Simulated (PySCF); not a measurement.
Geometries of 2 isomers of C7H8, from PBE0-D3(BJ)/def2-SVP geometry optimisation, gas phase in PySCF. One conformer each, no zero-point energy, no frequencies.

Question: Which isomer lies lower at this level?
A.
```xyz
15
angstrom
C      1.877    0.647   -0.223
C      0.437    0.275   -0.024
C     -0.501    1.082    0.845
C     -1.684    0.460    0.787
C     -1.461   -0.724   -0.117
C     -0.387   -0.373   -1.128
C     -0.021   -1.176    0.015
H      2.418    0.661    0.736
H      1.968    1.648   -0.673
H      2.385   -0.068   -0.887
H     -0.229    1.985    1.393
H     -2.623    0.724    1.273
H     -2.243   -1.443   -0.372
H     -0.277   -0.480   -2.208
H      0.479   -2.137    0.148
```
B.
```xyz
15
angstrom
C      1.193   -1.022   -0.126
C      1.478    0.311   -0.204
C      0.587    1.383    0.168
C     -0.760    1.342    0.067
C     -1.457    0.214   -0.633
C     -1.264   -1.015    0.205
C     -0.048   -1.589    0.341
H      2.019   -1.720   -0.300
H      2.512    0.588   -0.434
H      1.052    2.283    0.586
H     -1.357    2.155    0.493
H     -2.522    0.433   -0.785
H     -0.995    0.057   -1.625
H     -2.130   -1.461    0.704
H      0.020   -2.548    0.867
```

Answer: B. That is `C1C=CCC=CC=1` (cycloheptatriene), 34.5 kcal/mol below the other.

```tsv
SMILES	atoms numbered as above	E (Eh)	relative (kcal/mol)	relative (kJ/mol)	dipole (D)
C1=CC=CCC=C1	[CH:1]1=[CH:2][CH:3]=[CH:4][CH2:5][CH:6]=[CH:7]1	-270.99950	0.0	0.0	0.32
C[C@@]12C=C[C@H]3[C@@H]1[C@H]32	[CH3:1][C@@:2]12[CH:3]=[CH:4][C@H:5]3[C@@H:6]1[C@@H:7]23	-270.94448	34.5	144.4	0.92
```

As drawn, the higher has a three-membered ring and a quaternary carbon, which the lower lacks.
